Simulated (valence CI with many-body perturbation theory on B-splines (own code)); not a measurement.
Level structure of Ag13+

Method: valence CI with perturbative core correlation (CI+MBPT): six valence electrons over a frozen Dirac-Fock core [Ar] 3d10, a basis of 9 s, 9 p, 8 d, 6 f, 3 g, 1 h functions for each j, with the one-electron correlation potential Σ1, the two-electron term Σ2, the three-electron term Σ3, Breit, model QED; selected CI, second order for the rest, scaled by the run's own slope (own B-spline code, finite nucleus).

No measured levels were compared; by estimate levels hold to about 250 cm⁻¹ or 0.2 % of their energy and the worst to 1 %, as in measured heavy ions of charge 2 to 7; those with d or f electrons hold less well. Among the levels kept, up to 1300 cm⁻¹ of a level comes from second order outside the variational space, and about a tenth of that is noise between levels of different J, which matters for small intervals.

Levels 1 to 39 of 39, with energies above the lowest level, 4s²4p⁴ ³P_2. "Leading %" is the weight of the configuration and term that name the level; weights of strongly mixed levels are sums over their largest components and can fall short. In the jj column 3d3/2^4 stands for four electrons in 3d with j = 3/2. Lifetimes count E1, E2, E3, M1 and M2 decay at the calculated energies, and are blank where another channel may lead or the interval is too uncertain; long ones can be off by a factor of two.

```
No.  Configuration  Term  J  E (cm⁻¹)  Leading %  Lifetime   Second component                       Leading jj
  1         4s²4p⁴    ³P  2         0         80               17 % 4s²4p⁴ ¹D      4s^2 4p1/2^2 4p3/2^2 (94 %)
  2         4s²4p⁴    ³P  0     26587         61    1.70 s     36 % 4s²4p⁴ ¹S      4s^2 4p1/2^2 4p3/2^2 (89 %)
  3         4s²4p⁴    ³P  1     48081         97    460 μs                           4s^2 4p1/2 4p3/2^3 (97 %)
  4         4s²4p⁴    ¹D  2     66705         80    555 μs     17 % 4s²4p⁴ ³P        4s^2 4p1/2 4p3/2^3 (94 %)
  5         4s²4p⁴    ¹S  0    132360         60   81.9 μs     36 % 4s²4p⁴ ³P              4s^2 4p3/2^4 (88 %)
  6          4s4p⁵   ³P°  2    343780         86    126 ps  12 % 4s²4p³4d ³P°        4s 4p1/2^2 4p3/2^3 (86 %)
  7          4s4p⁵   ³P°  1    368600         73   88.2 ps  11 % 4s²4p³4d ³P°        4s 4p1/2^2 4p3/2^3 (57 %)
  8          4s4p⁵   ³P°  0    395660         84    112 ps  13 % 4s²4p³4d ³P°          4s 4p1/2 4p3/2^4 (84 %)
  9          4s4p⁵   ¹P°  1    440330         60   45.3 ps  24 % 4s²4p³4d ¹P°          4s 4p1/2 4p3/2^4 (53 %)
 10       4s²4p³4d   ⁵D°  2    471600         50    916 ps  18 % 4s²4p³4d ³D°  4s^2 4p1/2^2 4p3/2 4d3/2 (76 %)
 11       4s²4p³4d   ⁵D°  3    472960         60   1.40 ns  14 % 4s²4p³4d ³D°  4s^2 4p1/2^2 4p3/2 4d3/2 (48 %)
 12       4s²4p³4d   ⁵D°  0    473000         75    760 ps  17 % 4s²4p³4d ³P°  4s^2 4p1/2^2 4p3/2 4d3/2 (66 %)
 13       4s²4p³4d   ⁵D°  1    475960         82    245 ps   9 % 4s²4p³4d ³P°  4s^2 4p1/2^2 4p3/2 4d3/2 (49 %)
 14       4s²4p³4d   ⁵D°  4    480050         73   4.87 ms  19 % 4s²4p³4d ³F°  4s^2 4p1/2^2 4p3/2 4d5/2 (67 %)
 15       4s²4p³4d   ⁵D°  2    490670         34    257 ps  30 % 4s²4p³4d ³D°  4s^2 4p1/2^2 4p3/2 4d5/2 (60 %)
 16       4s²4p³4d   ³D°  3    511760         34    591 ps  28 % 4s²4p³4d ⁵D°  4s^2 4p1/2 4p3/2^2 4d5/2 (51 %)
 17       4s²4p³4d   ³D°  1    514860         87    648 ps   6 % 4s²4p³4d ³P°  4s^2 4p1/2 4p3/2^2 4d3/2 (48 %)
 18       4s²4p³4d   ³F°  2    516840         50    647 ps  40 % 4s²4p³4d ³D°  4s^2 4p1/2 4p3/2^2 4d3/2 (82 %)
 19       4s²4p³4d   ¹S°  0    518140         74   73.3 ns  12 % 4s²4p³4d ⁵D°  4s^2 4p1/2 4p3/2^2 4d3/2 (51 %)
 20       4s²4p³4d   ³F°  3    523460         64    702 ps  26 % 4s²4p³4d ³D°  4s^2 4p1/2 4p3/2^2 4d3/2 (70 %)
 21       4s²4p³4d   ³G°  3    528740         46    237 ps  21 % 4s²4p³4d ³D°  4s^2 4p1/2 4p3/2^2 4d5/2 (43 %)
 22       4s²4p³4d   ³G°  4    532020         50    735 μs  27 % 4s²4p³4d ³F°  4s^2 4p1/2 4p3/2^2 4d5/2 (60 %)
 23       4s²4p³4d   ³F°  4    540020         81             9 % 4s²4p³4d ¹G°  4s^2 4p1/2 4p3/2^2 4d5/2 (70 %)
 24       4s²4p³4d   ³D°  1    547660         85   57.8 ps   5 % 4s²4p³4d ¹P°  4s^2 4p1/2^2 4p3/2 4d5/2 (38 %)
 25       4s²4p³4d   ¹G°  4    548890         65            25 % 4s²4p³4d ³G°  4s^2 4p1/2 4p3/2^2 4d3/2 (64 %)
 26       4s²4p³4d   ³G°  5    551030         97                               4s^2 4p1/2 4p3/2^2 4d5/2 (97 %)
 27       4s²4p³4d   ¹D°  2    560730         41    144 ps  33 % 4s²4p³4d ³F°  4s^2 4p1/2 4p3/2^2 4d3/2 (72 %)
 28       4s²4p³4d   ³P°  1    568520         58   26.5 ps  11 % 4s²4p³4d ¹P°  4s^2 4p1/2 4p3/2^2 4d5/2 (37 %)
 29       4s²4p³4d   ³P°  0    570580         70    117 ps  18 % 4s²4p³4d ¹S°  4s^2 4p1/2 4p3/2^2 4d5/2 (48 %)
 30       4s²4p³4d   ³D°  2    579570         65    341 ps  15 % 4s²4p³4d ³P°  4s^2 4p1/2 4p3/2^2 4d5/2 (84 %)
 31       4s²4p³4d   ³F°  3    586590         67    106 ps  14 % 4s²4p³4d ³D°  4s^2 4p1/2 4p3/2^2 4d5/2 (63 %)
 32       4s²4p³4d   ³F°  2    586600         58   25.9 ps  21 % 4s²4p³4d ³P°  4s^2 4p1/2 4p3/2^2 4d5/2 (41 %)
 33       4s²4p³4d   ³D°  3    594980         51   59.1 ps  33 % 4s²4p³4d ¹F°  4s^2 4p1/2 4p3/2^2 4d5/2 (64 %)
 34       4s²4p³4d   ³P°  2    602870         57   5.57 ps  16 % 4s²4p³4d ³D°  4s^2 4p1/2 4p3/2^2 4d3/2 (29 %)
 35       4s²4p³4d   ³P°  1    606190         40   4.84 ps  32 % 4s²4p³4d ¹P°  4s^2 4p1/2 4p3/2^2 4d3/2 (58 %)
 36       4s²4p³4d   ³F°  4    610170         60    133 μs  16 % 4s²4p³4d ¹G°        4s^2 4p3/2^3 4d5/2 (87 %)
 37       4s²4p³4d   ³S°  1    616020         69   5.32 ps  14 % 4s²4p³4d ¹P°  4s^2 4p1/2 4p3/2^2 4d5/2 (55 %)
 38       4s²4p³4d   ³P°  2    620330         65   18.1 ps  10 % 4s²4p³4d ³D°        4s^2 4p3/2^3 4d5/2 (64 %)
 39       4s²4p³4d   ³D°  3    624050         71   3.55 ps   9 % 4s²4p³4d ¹F°  4s^2 4p1/2 4p3/2^2 4d3/2 (42 %)
```

Names give the largest LS component (configuration and term), which can be under half, so a name can repeat, a term be missing and a line seem to break the LS rules; names also repeat where a configuration has a term twice.

The ionisation energy to 4s²4p³ ⁴S°3/2 of the next ion comes out as 322.03 eV (NIST: 321 ± 3 eV (theoretical)). All 39 levels together are meant to be complete up to 634510 cm⁻¹.
